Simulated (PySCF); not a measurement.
Dipole response of K (potassium, neutral)

[Ar] 4s1, 2S determinant. Computed with PySCF 2.14 in x2c-QZVPPall with one added diffuse shell each of s, p, d, f type (12s8p5d4f, 89 functions), with the spin-free X2C one-electron Hamiltonian (Gaussian nucleus). Coupled (time-dependent) response in atomic units; α is the mean over directions.

```json
{"method": "CAM-B3LYP", "mean α (bohr³)": "285.8", "C₆ (like pair)": "3811", "S(−4)": "78560"}
{"method": "TPSSh", "mean α (bohr³)": "381.8", "C₆ (like pair)": "5799", "S(−4)": "142100"}
```

S(−4) is the Cauchy moment in α(ω) = α(0) + S(−4) ω² + …

Reference α: 289.7 ± 0.3 bohr³ (recommended; Schwerdtfeger and Nagle, table of static dipole polarizabilities (2023 update)). Published C₆: 3923 (Chu and Dalgarno (2004); Tang, Norbeck and Certain (1976)).

α(iu) at CAM-B3LYP:

```json
{"u (hartree)": "0", "α(iu) (bohr³)": "285.8"}
{"u (hartree)": "0.0500", "α(iu) (bohr³)": "170.4"}
{"u (hartree)": "0.100", "α(iu) (bohr³)": "79.46"}
{"u (hartree)": "0.200", "α(iu) (bohr³)": "28.52"}
{"u (hartree)": "0.300", "α(iu) (bohr³)": "15.92"}
{"u (hartree)": "0.500", "α(iu) (bohr³)": "8.428"}
{"u (hartree)": "0.750", "α(iu) (bohr³)": "5.332"}
{"u (hartree)": "1.00", "α(iu) (bohr³)": "3.802"}
{"u (hartree)": "1.50", "α(iu) (bohr³)": "2.226"}
{"u (hartree)": "2.00", "α(iu) (bohr³)": "1.450"}
{"u (hartree)": "3.00", "α(iu) (bohr³)": "0.7483"}
{"u (hartree)": "5.00", "α(iu) (bohr³)": "0.3076"}
```

A single London oscillator, α(iu) = α/(1 + u²/ω²), gives C₆ = (3/4) ω α². Matching the computed C₆ needs ω = 4 × 3811 / (3 × 285.8²) = 0.0622 hartree.
